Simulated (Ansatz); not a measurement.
Isolated molecules relaxed with PBE0-D4/def2-TZVP in Ansatz; ΔE leaves out vibrations. CCSD(T)/CBS is the MP2 limit (def2-TZVPP, def2-QZVPP) plus CCSD(T) − MP2 in def2-TZVPP, frozen cores. Functionals use def2-TZVPP. HSE06 is defined as in plane-wave codes. def2 core potentials past Kr. For In, Te outer-core shells are correlated without core-valence functions, which leaves a few kJ/mol of doubt a bond.

`CB[TeH]` + `[InH2][CH]1BO1` → `[InH2][BH][TeH]` + `CC1BO1`  (redistribution)

| level | ΔE (kJ/mol) |
| --- | --- |
| B2PLYP | 13.6 |
| revPBE | 10.5 |
| HSE06 | 8.1 |
| SCS-MP2/def2-TZVPP | 12.7 |

Q: What does CCSD(T)/CBS give? (An estimate is asked.)

A: Ansatz gave: +10.5 kJ/mol. The listed levels differ from it by 3.1, 0.0, -2.4, 2.2 kJ/mol.

Q: What do rigid-rotor, harmonic-oscillator terms from PBE0-D4/def2-TZVP frequencies (298.15 K, 1 bar) make of the CCSD(T)/CBS value? (An estimate is asked.)

A: The calculation gave: ΔZPE = +5.6 kJ/mol, ΔH = +15.3 kJ/mol, ΔS = -5 J/(mol·K), ΔG = +16.9 kJ/mol.

Largest T1 diagnostic among the species: 0.016.

From BLYP to BHLYP (50 % exact exchange), in def2-TZVPP and without D4, ΔE moves by −3.9 kJ/mol. At CCSD(T), def2-SVP lies −7.1 kJ/mol from the extrapolated value and def2-TZVPP −0.5 kJ/mol. Leaving LDA and LC-ωPBE aside and taking each functional with its dispersion term where it has one, the values, not all of them listed here, spread over 8.2 kJ/mol, from HSE06-D4 to BLYP-D4.
